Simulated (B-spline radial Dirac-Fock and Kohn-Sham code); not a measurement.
## Total conversion coefficients of Kr against transition energy

The computed values come from a radial finite-basis atomic code: a Dirac-Hartree-Slater potential of the neutral atom with a Latter tail (no hole, which puts coefficients of high multipoles low close above an edge), finite nucleus with surface currents. Subshells within 1 keV of threshold and pair formation are left out.

```csv
energy (keV),E1,E2,E3,M2,M3,M5
12,5.25,2320,588000,1550,327000,5.15e+09
17.2,13.6,526,67000,1220,48500,2.81e+08
17.3,13.4,515,64700,1190,47200,2.68e+08
20,9.09,302,27600,666,23200,8.51e+07
27.9,3.65,92.5,4270,177,4710,6.71e+06
34,2.10,46.0,1500,81.0,1850,1.60e+06
38.5,1.47,29.7,794,49.8,1030,667000
42.4,1.12,21.0,490,34.2,657,343000
50,0.695,11.7,219,18.1,305,113000
50.7,0.667,11.1,205,17.2,286,103000
51.1,0.652,10.8,197,16.7,276,97400
100,0.0906,0.930,8.64,1.36,13.1,1320
176,0.0171,0.115,0.682,0.186,1.14,44.7
200,0.0118,0.0724,0.389,0.121,0.674,21.5
220,0.00892,0.0513,0.257,0.0883,0.457,12.5
320,0.00312,0.0137,0.0529,0.0266,0.105,1.64
323,0.00304,0.0133,0.0510,0.0258,0.101,1.56
360,0.00227,0.00919,0.0329,0.0185,0.0675,0.893
451,0.00126,0.00442,0.0138,0.00943,0.0298,0.291
500,0.000977,0.00321,0.00942,0.00700,0.0208,0.178
509,0.000935,0.00304,0.00883,0.00665,0.0195,0.163
660,0.000509,0.00143,0.00361,0.00322,0.00820,0.0504
794,0.000341,0.000877,0.00202,0.00196,0.00456,0.0230
1000,0.000215,0.000498,0.00104,0.00109,0.00228,0.00924
1020,0.000207,0.000476,0.000985,0.00104,0.00215,0.00857
1170,0.000160,0.000349,0.000686,0.000740,0.00146,0.00516
1310,0.000131,0.000274,0.000517,0.000565,0.00107,0.00346
1620,9.19e-05,0.000178,0.000313,0.000346,0.000610,0.00170
2000,6.62e-05,0.000119,0.000198,0.000218,0.000361,0.000885
```

Question: How fast do they fall between 1310 and 2000 keV?

Answer: As powers of the energy: E1 E^-1.62, E2 E^-1.96, E3 E^-2.27, M2 E^-2.25, M3 E^-2.57, M5 E^-3.22. Within one type (E or M) the higher multipoles fall faster.
